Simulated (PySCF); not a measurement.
**Working out the excitation energy of C⁺**

C⁺ [He] 2s2 2p1 (2P) → C⁺ [He] 2s2 3s1 (2S). Computed with PySCF 2.14 in aug-cc-pVDZ-DK, with the spin-free X2C one-electron Hamiltonian (Gaussian nucleus). Frozen: 1s2. Energies in hartree (1 hartree = 27.21139 eV):

```csv
part,C⁺ (lower),C⁺ (upper)
UHF,-37.305352,-36.774910
CCSD correlation,-0.067234,-0.068767
(T),-0.000685,-0.002543
```

Q: What does Hartree-Fock give?

A: (-36.774910) − (-37.305352) = 0.530442 hartree = 14.434 eV.

Q: What do CCSD and CCSD(T) give?

A: The CCSD correlation energies differ by -0.001533 hartree = -0.042 eV and the triples by -0.001858 hartree = -0.051 eV, so CCSD gives 14.392 eV and CCSD(T) 14.341 eV.

Measured between the centres of the two terms (NIST): 14.444 eV, so CCSD(T) (valence) is off by -0.103 eV.

A double-zeta basis recovers only part of the correlation energy.

The coupled-cluster amplitudes are large, so a single reference is strained.

What remains against the reference includes basis incompleteness, the frozen core and higher excitations.
